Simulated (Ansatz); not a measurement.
Compare A (`CC(C)COC(=O)C(C)C`) with its isomer B (`COC1(OC)CCCCC1`).

Isolated molecules relaxed with PBE0-D4/def2-TZVP in Ansatz; ΔE leaves out vibrations. CBS: MP2 limit from def2 TZ/QZ plus the TZ coupled-cluster correction, frozen cores. Functionals use def2-TZVPP. B3LYP here is the variant with VWN-RPA as its local correlation; programs differ in this. Each species was taken in one conformer, which may not be the lowest.

(1) Which is lower in electronic energy at CCSD(T)/CBS, and by how much? (An estimate is asked.)

(2) Give E(B) − E(A) in kJ/mol with CCSD(T)/def2-TZVPP, HF/def2-TZVPP, B3LYP, B3LYP-D4, PBE-D4, r2SCAN-D4, LDA (SPW92). (Estimate.)

Largest T1 diagnostic: 0.012.

Results:

(1) Computed: A, by 81.3 kJ/mol.

(2) The calculation gave: CCSD(T)/def2-TZVPP 82.3, HF/def2-TZVPP 112.3, B3LYP 111.9, B3LYP-D4 94.6, PBE-D4 92.5, r2SCAN-D4 91.6, LDA (SPW92) 55.7. None reverses the order clearly.

Leaving LDA and LC-ωPBE aside and taking each functional with its dispersion term where it has one, the values, not all of them listed here, spread over 26.9 kJ/mol, from PBE-QIDH to BLYP-D4. LDA lies −47.7 kJ/mol from PBE without D4. In def2-TZVPP, CCSD(T) changes the Hartree–Fock value by −30.1 kJ/mol (the triples alone add +0.0 kJ/mol) and MP2 by −30.4 kJ/mol.
